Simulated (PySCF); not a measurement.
Dipole moment and polarisability across levels of theory

Compound: ClH6NSi2.
Numbering: `[NH2:1][SiH2:2][SiH2:3][Cl:4]` (hydrogens: H5, H6 on N1; H7, H8 on Si2; H9, H10 on Si3)

PySCF, dipoles from the SCF density, polarisabilities from static response with core orbitals frozen. Geometry: PBE0-D3(BJ)/def2-SVP, one conformer, isolated molecule.

The anisotropy is √(½[(α1 − α2)² + (α2 − α3)² + (α3 − α1)²]).

```tsv
level	μ (D)	α (Å³)	anisotropy (Å³)
LDA/def2-SVPD	1.410	12.52	2.99
PBE/def2-SVPD	1.401	12.27	2.90
B3LYP/def2-SVPD	1.457	11.86	2.66
PBE0/def2-SVPD	1.460	11.77	2.64
BHandHLYP/def2-SVPD	1.525	11.36	2.42
CAM-B3LYP/def2-SVPD	1.499	11.65	2.51
wB97X-D/def2-SVPD	1.488	11.63	2.49
LC-wPBE/def2-SVPD	1.521	11.38	2.38
HF/def2-SVPD	1.594	10.82	2.12
PBE0/6-31G*	1.733	9.20	2.67
PBE0/6-31+G*	1.672	10.45	2.07
PBE0/def2-SVP	1.422	9.70	2.28
PBE0/aug-cc-pVDZ	1.433	11.96	2.60
PBE0/def2-TZVP	1.406	10.94	2.62
PBE0/def2-TZVPD	1.393	11.94	2.63
```

The dipole runs from 1.39 D (PBE0/def2-TZVPD) to 1.73 D (PBE0/6-31G*). No reference polarisability is at hand; against PBE0 in the largest diffuse basis at hand (def2-TZVPD) the other PBE0 rows deviate by 6-31G* -23%, 6-31+G* -12%, def2-SVP -19%, def2-SVPD -1%, aug-cc-pVDZ 0%, def2-TZVP -8%. In one basis (def2-SVPD) the functionals order the polarisability from HF (lowest) to LDA (highest), a spread of 16%. With PBE0 the polarisability is 9.95 Å³ without diffuse functions (mean of 6-31G*, def2-SVP and def2-TZVP) and 11.53 Å³ with them (mean of 6-31+G*, def2-SVPD, aug-cc-pVDZ and def2-TZVPD).

Without π bonds the low states are Rydberg-like; a valence basis with one diffuse set may place them up to an eV too high.
